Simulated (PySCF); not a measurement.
# Dipole moment and polarisability of `Cc1snnc1Cl`

C₃H₃ClN₂S.
Cartesian coordinates in Å at the GFN2-xTB level; atoms count from 1:
```xyz
10
C3H3ClN2S angstrom
C     -1.462   -0.184   -0.057
C      0.012   -0.263    0.044
S      0.904   -1.684    0.400
N      2.344   -0.865    0.327
N      2.213    0.355    0.064
C      0.943    0.750   -0.102
Cl     0.566    2.372   -0.467
H     -1.871   -1.110   -0.456
H     -1.740    0.647   -0.703
H     -1.899   -0.013    0.928
```

Level: PBE0/def2-SVPD (PySCF), static field, nuclei fixed, core orbitals frozen in the response. The polarisability tensor in these axes (au):

```
x   84.31  0.16  1.64
y    0.16 97.86 -9.52
z    1.64 -9.52 54.23
```

Problem. Give the principal values, the mean and the anisotropy Δα = √{½[(α1 − α2)² + (α2 − α3)² + (α1 − α3)²]}.

Solution. Principal values 52.16, 84.39 and 99.85 au; mean 78.80 au = 11.68 Å³ = 12.99 × 10⁻⁴⁰ C²·m²/J; Δα = 42.14 au (53 % of the mean).

Problem. What is the dipole moment, and where does it point?

Solution. (-3.96, -1.05, 0.00) D, 4.10 D in size, pointing from the negative to the positive side. Measured along this direction, the outermost atoms are N5 at the negative end and H8 at the positive end.

Problem. What molar refraction does this α imply?

Solution. Lorentz–Lorenz: R = (4π/3)N_A α = 2.5225 cm³/(mol·Å³) × 11.68 Å³ = 29.5 cm³/mol, in the limit of long wavelengths.

Problem. What are the principal values of the traceless quadrupole moment, Θ = ½Σq(3rr − r²1), about the centre of nuclear charge?

Solution. -3.55, 0.51, 3.04 D·Å. The values depend on the origin, since the dipole doesn't vanish. The electronic extent ⟨r²⟩ about the same centre is 1001 bohr², a root-mean-square distance of 2.03 Å for the 68 electrons.

Problem. What depolarisation ratio follows for Rayleigh scattering of linearly polarised light, taking the static tensor?

Solution. ρ = 3Δα²/(45ᾱ² + 4Δα²) = 5327.7/(279406 + 7103.5) = 0.0186.

Problem. In TDDFT the mean static polarisability is Σ f/ω² over all singlet excitations (ω in hartree). How much of it do the 8 lowest give? Their energies (eV) and oscillator strengths: 4.14, 0.0016; 5.06, 0.0405; 5.57, 0.0015; 5.61, 0.0505; 6.33, 0.0466; 6.38, 0.0040; 6.42, 0.0017; 6.52, 0.0028.

Solution. They add up to 3.48 au, 4.4 % of the 78.80 au; the largest single term is 1.19 au, from the state at 5.61 eV. Terms in order: 0.07, 1.17, 0.04, 1.19, 0.86, 0.07, 0.03, 0.05 au. Higher excitations give the rest. The strengths listed sum to 0.149.

Isolated species at its GFN2-xTB geometry, gas phase.

The run behind these numbers computed excited states as well. Time: 40 s of wall time. Hardware: Arm Neoverse N1, one thread, on a shared host.
